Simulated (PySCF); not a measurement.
Molecule: `InChI=1S/C2H12GeOSi2/c1-2-4-3-6-5/h2-3,6H2,1,5H3`.

Bonds (- single, = double, # triple, : aromatic): C1-C2, C2-O3, O3-Ge4, Ge4-Si5, Si5-Si6. C1 carries H7, H8, H9; C2 carries H10, H11; Ge4 carries H12, H13; Si5 carries H14, H15; Si6 carries H16, H17, H18.

Geometry PBE0-D3(BJ)/def2-SVP throughout; GIAO in PySCF 2.14.0 with density-fitted response routines, gas phase, one conformer, non-relativistic; equivalent atoms averaged; functional PBE0.

**Question.** How do the shifts δ (against TMS, H2O, GeMe4 at the same level) depend on the basis set? (a selection of nuclei; ppm; last column core-seconds on shared hosts with different chips, so compare them loosely)

**Answer.** 
| basis set | functions | C2 | C1 | O3 | Ge4 | Si6 | Si5 | H16/H17/H18 | H10/H11 | H14/H15 | core-s |
| --- | --- | --- | --- | --- | --- | --- | --- | --- | --- | --- | --- |
| STO-3G | 63 | 55.8 | 19.3 | -91.0 | 6.0 | -81.9 | -87.4 | 1.72 | 1.49 | 1.48 | 8.3 |
| pcSseg-0 | 102 | 69.4 | 22.9 | 2.2 | -24.1 | -154.7 | -161.9 | 3.26 | 3.50 | 3.22 | 13 |
| 6-31G | 104 | 63.4 | 20.9 | 2.1 | 13.3 | -79.3 | -79.3 | 3.33 | 3.78 | 3.17 | 17 |
| 6-31G* | 134 | 63.3 | 19.8 | 9.7 | -21.3 | -69.2 | -69.8 | 3.76 | 3.77 | 3.74 | 23 |
| cc-pVDZ | 165 | 65.4 | 20.6 | 32.0 | -36.0 | -89.8 | -84.9 | 3.65 | 3.60 | 3.58 | 30 |
| def2-SVP | 170 | 63.5 | 19.0 | 29.3 | -49.9 | -98.9 | -100.1 | 3.65 | 3.44 | 3.58 | 32 |
| pcSseg-1 | 200 | 67.4 | 20.5 | 28.3 | -50.2 | -104.3 | -103.6 | 3.64 | 3.55 | 3.60 | 37 |
| aug-cc-pVDZ | 267 | 64.9 | 19.7 | 35.2 | -50.8 | -96.7 | -88.7 | 3.82 | 3.69 | 3.77 | 58 |
| def2-TZVP | 287 | 68.0 | 20.2 | 34.1 | -47.4 | -107.8 | -107.8 | 3.94 | 3.58 | 3.90 | 75 |

**Question.** Which nucleus among those listed moves most, in ppm?

**Answer.** O3 (oxygen bonded to C, Ge): from -91.0 ppm with STO-3G to 35.2 ppm with aug-cc-pVDZ. The smallest spread is 2.22 ppm, at H16/H17/H18. Proton shifts span only some 12 ppm, so a few tenths of a ppm matter as much there as several ppm in carbon.

**Question.** Taking the largest basis, def2-TZVP (287 functions), as the yardstick, rank the others by their worst heavy-atom deviation.

**Answer.** pcSseg-1 5.8 ppm (200 functions), def2-SVP 8.9 ppm (170 functions), aug-cc-pVDZ 19.1 ppm (267 functions), cc-pVDZ 22.8 ppm (165 functions), 6-31G* 38.6 ppm (134 functions), pcSseg-0 54.1 ppm (102 functions), 6-31G 60.7 ppm (104 functions), STO-3G 125.1 ppm (63 functions).

Relativistic effects, spin–orbit coupling among them, are left out; they matter for Ge and for the light atoms bonded to it.

A small basis that lands close on one nucleus may do so by chance; judge by the trend and by all nuclei.
